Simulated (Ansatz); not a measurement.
`C[SiH](F)[SiH2]S` and `C[SiH](F)[SiH2]O` differ in one element.

Ansatz, PBE0-D4/def2-TZVP geometries, multiplicity 1. Each molecule was computed in one conformer, which needn't be the lowest.

```tsv
property	`C[SiH](F)[SiH2]S`
LUMO energy (ωB97M-V/def2-TZVPP) / eV	1.23
HOMO energy (PBE0/def2-TZVPP) / eV	-7.51
size of the dipole moment (ωB97M-V/def2-TZVPP) / D	1.77
LUMO energy (PBE/def2-TZVPP) / eV	-1.36
HOMO–LUMO gap (B3LYP/def2-TZVPP) / eV	6.56
HOMO energy (B3LYP/def2-TZVPP) / eV	-7.26
```

(1) What does the change do to each property? (An estimate is asked.)

Answers

(1) The calculation gave: 
| property | `C[SiH](F)[SiH2]O` | shift |
| --- | --- | --- |
| LUMO energy (ωB97M-V/def2-TZVPP) / eV | 1.02 | -0.21 |
| HOMO energy (PBE0/def2-TZVPP) / eV | -7.63 | -0.12 |
| size of the dipole moment (ωB97M-V/def2-TZVPP) / D | 0.70 | -1.07 |
| LUMO energy (PBE/def2-TZVPP) / eV | -1.55 | -0.19 |
| HOMO–LUMO gap (B3LYP/def2-TZVPP) / eV | 6.55 | -0.01 |
| HOMO energy (B3LYP/def2-TZVPP) / eV | -7.45 | -0.19 |

With PBE0 the HOMO falls by 0.12 eV and the LUMO falls by 0.17 eV, so the gap narrows by about 0.05 eV. PBE moves the HOMO by -0.09 eV and ωB97M-V by 0.01 eV. Dipoles are sizes alone; their direction can turn.

B3LYP here is the variant with VWN-RPA as its local correlation; programs differ in this.
